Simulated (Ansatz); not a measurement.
Consider the ligand exchange at a Ge–C bond: `C=[C](C)[GeH3]` + `O[SiH2]O` → `O[SiH2][O][GeH3]` + propene.

Computed with Ansatz on PBE0-D4/def2-TZVP structures; ΔE is electronic, products minus reactants. CCSD(T)/CBS is the MP2 limit (def2-TZVPP, def2-QZVPP) plus CCSD(T) − MP2 in def2-TZVPP, frozen cores. DFT in def2-TZVPP. For Ge outer-core shells are correlated without core-valence functions, which leaves a few kJ/mol of doubt a bond. Scalar relativity is left out up to krypton. Each species was taken in one conformer, which may not be the lowest.

`C=[C](C)[GeH3]`:

Z-matrix (Å, degrees):
```
C
C 1 1.496
H 1 1.093 2 111.5
H 1 1.095 2 111.1 3 -120.8
H 1 1.095 2 111.1 3 120.8
Ge 2 1.949 1 117.9 3 179.9
C 2 1.329 1 122.5 3 -0.1
H 6 1.541 2 110.2 1 59.0
H 6 1.537 2 109.5 1 179.6
H 6 1.541 2 110.2 1 -59.7
H 7 1.085 2 122.3 1 -180.0
H 7 1.089 2 121.2 1 0.0
```

`O[SiH2]O`:

Cartesian coordinates in Å:
```
O -0.338 1.331 -0.466
Si 0.184 -0.219 -0.325
O -0.059 -0.858 1.168
H -1.281 1.492 -0.399
H -0.562 -1.127 -1.226
H 1.627 -0.139 -0.652
H 0.430 -0.480 1.900
```

`O[SiH2][O][GeH3]`:

Z-matrix (Å, degrees):
```
Si
O 1 1.628
O 1 1.644 2 112.9
H 1 1.482 2 110.8 3 -116.3
H 1 1.484 2 106.1 3 121.5
Ge 2 1.779 1 133.2 3 63.6
H 3 0.958 1 117.7 2 70.5
H 6 1.538 2 108.6 1 31.5
H 6 1.536 2 108.0 1 -89.1
H 6 1.533 2 105.7 1 151.5
```

`C=CC`:

Z-matrix (Å, degrees):
```
C
C 1 1.490
H 1 1.095 2 111.0
H 1 1.095 2 111.0 3 118.3
H 1 1.092 2 111.5 3 -120.8
C 2 1.325 1 125.1 3 120.8
H 2 1.088 1 116.2 3 -59.2
H 6 1.084 2 121.6 1 -180.0
H 6 1.086 2 121.4 1 0.0
```

| level | ΔE (kJ/mol) |
| --- | --- |
| LDA (SPW92) | -36.2 |
| B97M-V | -57.1 |
| ωB97M-V | -50.7 |
| PBE-QIDH | -48.7 |
| revPBE | -45.8 |
| LC-ωPBE | -50.2 |
| MP2/def2-SVP | -57.0 |
| CCSD/def2-TZVPP | -52.4 |

(1) What does CCSD(T)/CBS give? (Best estimate.)

(2) What do rigid-rotor, harmonic-oscillator terms from PBE0-D4/def2-TZVP frequencies (298.15 K, 1 bar) make of the CCSD(T)/CBS value? (Best estimate.)

Largest T1 diagnostic among the species: 0.012.

## Answers

(1) Computed: -47.1 kJ/mol. The listed levels differ from it by 10.9, -10.0, -3.6, -1.6, 1.3, -3.1, -9.9, -5.3 kJ/mol.

(2) Computed: ΔZPE = +1.5 kJ/mol, ΔH = -45.2 kJ/mol, ΔS = 20 J/(mol·K), ΔG = -51.2 kJ/mol. Modes under 50 cm⁻¹ make the entropy rough.

In def2-TZVPP, CCSD(T) changes the Hartree–Fock value by +24.7 kJ/mol (the triples alone add +2.9 kJ/mol) and MP2 by +27.6 kJ/mol. Leaving LDA and LC-ωPBE aside and taking each functional with its dispersion term where it has one, the values, not all of them listed here, spread over 18.8 kJ/mol, from BHLYP-D4 to revPBE-D4. LDA lies +7.4 kJ/mol from PBE without D4.

CCSD(T)/CBS has its own doubt, a few kJ/mol and more with outer-core shells, so smaller differences from it don't rank the levels.
